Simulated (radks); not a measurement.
Values are calculated unless marked as measured or tabulated.
All-electron atom: Zn2+ in [Ne] 3s1 3p6 3d10 4s1 (not the ground configuration).

Code: a radial shooting solver on a logarithmic mesh with Libxc functionals. Model: scalar-relativistic Kohn-Sham, OLYP, spin-unpolarised, spherical densities, finite nucleus; Fermi nuclear charge, rms radius 3.9283 fm.

Energy parts (eV):
| part | energy |
|---|---|
| total | -48734.256 |
| kinetic | 49509.596 |
| electron-nucleus | -116656.678 |
| Hartree | 20352.466 |
| exchange-correlation | -1939.641 |

Orbitals (lengths in bohr, moments of r in powers of bohr; r(max) is where P^2 peaks; r(90%) holds 90 % of the orbital's charge):
orbital,occ.,eigenvalue (eV),r(max),r(90%),<r^2>,<r>
1s,2,-9559.228,0.03291,0.0899,0.003405,0.05031
2s,2,-1191.093,0.1892,0.350,0.06029,0.2261
2p,6,-1037.199,0.1520,0.324,0.04812,0.1981
3s,1,-159.7173,0.5869,1.01,0.5279,0.6765
3p,6,-113.6697,0.5902,1.08,0.5846,0.7046
3d,10,-39.1607,0.5578,1.39,0.8609,0.8191
4s,1,-25.0188,1.825,3.20,5.269,2.147

The highest occupied level is 4s at -25.019 eV. The electron density at the nucleus is 2.516e+04 e/bohr^3 (large components only). Summed over all electrons, <r^2> = 18.33 bohr^2, which gives a Langevin (diamagnetic) susceptibility term of -14.5 x 10^-6 cm^3/mol. The density falls to 0.001 e/bohr^3 at r = 3.36 bohr.

Run on one thread of a shared host, so times are rough (Arm Neoverse N1): 0.1 s of CPU time, 0.1 s wall, 14 iterations on 2198 mesh points.
